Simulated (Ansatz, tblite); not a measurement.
Forces on Cs₂Cl₂⁻ at its PBE-D4/def2-TZVPD geometry. Charge -1, multiplicity 2.

In the def2 sets Cs takes a core potential; there is no spin–orbit coupling. The xTB rows come from tblite. Another isomer (doublet) lies 0.58 eV lower at PBE0-D4/def2-TZVPD; other spin states weren't run for this one.

GFN1-xTB (tblite), largest force 0.33 eV/Å:

```xyz
4
positions Å, forces eV/Å
Cs    1.385   -2.202    1.125    0.030   -0.051    0.026
Cs   -1.384    2.207   -1.118   -0.030    0.050   -0.027
Cl    2.867   -4.600    2.345   -0.159    0.257   -0.130
Cl   -2.868    4.595   -2.352    0.158   -0.255    0.132
```

GFN2-xTB (tblite), largest force 0.23 eV/Å:

```
Cs -0.109 0.176 -0.090
Cs 0.110 -0.177 0.091
Cl -0.029 0.045 -0.023
Cl 0.028 -0.044 0.022
```

PBE-D4/def2-TZVPD (Ansatz), largest force 0.01 eV/Å:

```
Cs 0.005 -0.009 0.005
Cs -0.003 0.006 -0.003
Cl -0.005 0.009 -0.005
Cl 0.003 -0.006 0.003
```
